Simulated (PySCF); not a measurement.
Cartesian coordinates in Å; atom numbers follow the order of the lines, from 1:
```xyz
23

C     1.985   -1.365   -0.693
N     1.749   -0.034   -0.217
N     2.801    0.769   -0.072
N     2.403    1.913    0.332
C     1.067    1.887    0.461
C     0.607    0.631    0.108
C    -0.791    0.081    0.116
C    -0.944   -0.903    1.284
C    -1.773    1.241    0.321
C    -1.130   -0.615   -1.208
H     1.649   -1.477   -1.725
H     3.062   -1.521   -0.655
H     1.490   -2.105   -0.064
H     0.529    2.752    0.790
H    -0.708   -0.412    2.225
H    -1.969   -1.264    1.331
H    -0.288   -1.763    1.173
H    -2.794    0.865    0.317
H    -1.673    1.974   -0.475
H    -1.596    1.733    1.274
H    -0.610   -1.563   -1.310
H    -0.872    0.021   -2.053
H    -2.198   -0.817   -1.249
```

[PySCF 2.14: GFN2-xTB geometry; shieldings: GIAO PBE0/pcSseg-1; non-relativistic; in vacuum; averaged over atoms made equivalent by symmetry, fast rotation or ring inversion; single conformer]

Shifts are taken against calculated references (same method and geometry level): $^{13}$C (σ = 186.93 ppm), $^{1}$H (σ = 31.72 ppm) vs TMS; NH3 for $^{15}$N (σ = 267.73 ppm).

| atoms | nucleus | count | δ (ppm) |
| --- | --- | --- | --- |
| N3 | $^{15}$N | 1 | ? |
| C8/C9/C10 | $^{13}$C | 3 | ? |
| C1 | $^{13}$C | 1 | 37.9 |
| C6 | $^{13}$C | 1 | 151.2 |
| C5 | $^{13}$C | 1 | 135.5 |
| N2 | $^{15}$N | 1 | 255.5 |
| C7 | $^{13}$C | 1 | 31.8 |
| H15/H16/H17/H18/H19/H20/H21/H22/H23 | $^{1}$H | 9 | ? |
| H11/H12/H13 | $^{1}$H | 3 | 4.27 |
| H14 | $^{1}$H | 1 | 7.50 |
| N4 | $^{15}$N | 1 | 385.4 |

Problem. Fill in the missing shifts.

Solution. 
- C8/C9/C10: 30.9 ppm, methyl carbon; aliphatic region, no heteroatom directly attached
- H15/H16/H17/H18/H19/H20/H21/H22/H23: 1.44 ppm, hydrogen on a methyl carbon
- N3: 407.4 ppm, pyridine-type nitrogen of an azole

Shifts are as computed. Against solution values, carbons near 30 ppm lie about +3 ppm off and those near 130 ppm about +5 ppm. Of 1211 compounds with measured shifts, 218 miss one by over three times the rms of a fit or turn the order of signals round; such compounds aren't used in these exercises. Experimental scales use liquid or dissolved standards, which lie at an offset from isolated NH3 (liquid NH3: subtract about 20 ppm). Unscaled 15N shifts of sp2 nitrogen come out 20 to 40 ppm too high even then.
